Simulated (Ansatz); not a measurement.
Single points on the cluster MgSe2.

```yaml
crystal:
  periodic: [false, false, false]
  atoms:
    - {symbol: Mg, position_ang: [0.036280, 1.072334, 1.109405]}
    - {symbol: Se, position_ang: [0.146480, 0.434654, -1.498473]}
    - {symbol: Se, position_ang: [-0.182761, -1.506988, 0.389078]}
basis:
  gaussian: {orbitals: def2-TZVP, initial_orbitals: start.molden}
magnetization: {spin_polarized: true, initial_magnetization: 4}
hamiltonian: {xc: r2scan, dispersion: d4}
scf: {omitted_lower_state_checks: [starts]}
output: {orbitals: {seedname: orbitals}}
```

The file start.molden holds the orbitals of an earlier run on this structure, at another level or in another basis.

```sh
$ ansatz run in.yaml --threads 4 --pin off --events-out ev --progress --plain --max-ram 3916MiB
```

Shortened log:

```
Functional definition: r2SCAN
1062 factors; their error is unknown
mean field evaluation 1: about -136141.2269 eV, gradient 6.3e0 eV
mean field evaluation 2: about -136141.2754 eV, gradient 8.9e-2 eV
mean field evaluation 4: about -136141.2150 eV, gradient 9.5e-4 eV
mean field evaluation 8: about -136141.2150 eV, gradient 1.3e-5 eV
mean field -136141.21498054 eV, -5003.0973707050 hartree, gradient 1.3e-5 eV, S^2 6.015513; 0 other end points of the search recorded, 0 dependent functions left out
reference -136141.21499672 eV, -5003.0973712997 hartree; 42, 38 occupied and 86, 90 virtual orbitals, 1062 factors
Total energy: -136141.23186228 eV, -5003.0979910976 hartree
Checks for a lower state left out: starts
```

It took 5 s on 4 threads of Arm Neoverse V2 on a shared host.

First input, but with `hamiltonian: {xc: {name: BHLYP}, dispersion: d4}` (abridged; 5.5 s):

```
Functional definition: BHLYP
mean field evaluation 16: about -136141.6094 eV, gradient 1.2e-3 eV
mean field -136141.60940843 eV, -5003.1118656625 hartree, gradient 1.5e-5 eV, S^2 6.018482
Total energy: -136141.77962836 eV, -5003.1181211297 hartree
Checks for a lower state left out: starts
```

As the first input, with `hamiltonian: {xc: pbe, dispersion: d4}` (abridged; 1.9 s):

```
Functional definition: PBE
mean field -136119.70328998 eV, -5002.3068306579 hartree, gradient 1.6e-5 eV, S^2 6.006369
Total energy: -136119.79742169 eV, -5002.3102899346 hartree
Checks for a lower state left out: starts
```

As the first input, with `hamiltonian: {xc: pbe}`, `correlation: {method: rpa}` and without the key `output` (abridged; 2 s):

```
Functional definition: PBE
mean field -136119.70328305 eV, -5002.3068304033 hartree, gradient 2.8e-6 eV, S^2 6.006369
19 core orbitals not correlated: weight in the atoms' cores, before any rotation towards them, 1.000 or more for the frozen orbitals, at most 0.000 for the correlated occupied ones
Total energy: -136064.77036568 eV, -5000.2880829248 hartree
Checks for a lower state left out: starts
```

First input, but with `correlation: {method: mp2}` and without the key `hamiltonian` (abridged; 5.5 s):

```
Functional definition: HF
mean field evaluation 16: about -136037.5408 eV, gradient 6.1e-1 eV
mean field evaluation 32: about -136037.8078 eV, gradient 2.1e-2 eV
mean field -136037.80788784 eV, -4999.2972301403 hartree, gradient 9.2e-9 eV, S^2 6.030496; 1 other end points of the search recorded, 0 dependent functions left out
19 core orbitals not correlated: weight in the atoms' cores, before any rotation towards them, 1.000 or more for the frozen orbitals, at most 0.000 for the correlated occupied ones
second order -17.77248603 eV of doubles, -0.00000000 eV of singles
Total energy: -136055.58037387 eV, -4999.9503569551 hartree
Checks for a lower state left out: starts
```

Geometry: PBE-D4/def2-TZVP.

Correlated methods freeze 19 core orbitals; core or outer-core shells of Mg, Se are correlated, in sets that lack core-valence functions. At PBE0-D4/def2-TZVP a triplet of charge 0 lies 2.36 eV below the quintet, each at its own geometry. The structure comes from a short search, and lower isomers may exist.
